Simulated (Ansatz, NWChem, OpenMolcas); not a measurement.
## Abstraction of Br: NBrO + BCl2 → NO + BBrCl2

Gas-phase species: NBrO (nitrosyl bromide) `O=NBr`, singlet; BCl2 `Cl[B]Cl`, doublet; NO (nitric oxide), doublet; BBrCl2 (bromodichloroborane) `ClB(Cl)Br`, singlet. A radical takes Br: the energy is the difference in strength between the N–Br bond broken and the B–Br bond made.

Shapes, held fixed at every level: PBE0-D4/def2-TZVP. Programs: Ansatz 0.2.0, NWChem 7.3.0, OpenMolcas 26.06. A level may come from different programs for different species; with the same settings they agree closely. Electronic energies: no zero-point or thermal term.

```
                             level           kind  ΔE (kJ/mol)
                         HF/STO-3G   Hartree–Fock       -449.3
                          HF/3-21G   Hartree–Fock       -356.0
                       HF/def2-SVP   Hartree–Fock       -392.2
B3LYP/6-31G* (spherical functions)  global hybrid       -277.9
                     PBE0/def2-SVP  global hybrid       -307.3
```

PBE0/def2-SVP gives ΔE = -307.3 kJ/mol; the levels span -449.3 to -277.9. The median of the levels is -356.0. No measured value is set beside it here. Spin contamination: NO (⟨S²⟩ up to 0.91). Open shells run unrestricted. Relativity is left out for Br. PBE0/def2-SVP lies outside the range of the other correlated levels here, so it shouldn't be taken on trust. Rows in sets without polarisation functions are far from converged.
